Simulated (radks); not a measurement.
Spherical jellium clusters: N electrons in a uniform positive sphere of charge N and radius rs N^(1/3), rs = 2.29 bohr. Method: non-relativistic Kohn-Sham, LDA (Slater exchange, Perdew-Wang correlation), spin-polarised, spherical densities; computed with a radial shooting solver with Libxc functionals. Levels are named by radial order and angular momentum (1s, 1p, 1d, 2s, ...), and open shells are averaged over m.

N = 6, configuration 1s2 1p(up 3, down 1). This is the lowest configuration that the search found. Occupied and some empty levels:

level    occupation  eigenvalue (eV)  <r> (bohr)
1s up             1          -8.4702       2.951
1s down           1          -7.7056       2.955
1p up             3          -4.4871       3.971
1p down           1          -3.7607       4.089
2s up             0          -1.1848       6.585
2s down           0         -0.93137       7.090
1d up             0         -0.76552       5.776
1d down           0         -0.33437       6.537

Energy (eV): total -3.58849, kinetic 25.326, external -259.78, Hartree 120.92, exchange-correlation -31.311, background 141.25.

Electron density:

r (bohr)  n(r) (e/bohr^3)
0.553             0.01886
1.15              0.02000
1.74              0.02055
2.33              0.01928
2.92              0.01590
3.52              0.01128
4.11             0.006906
4.70             0.003778
5.30             0.001936
5.89            0.0009549
6.48            0.0004608
7.07            0.0002189
7.67            0.0001030
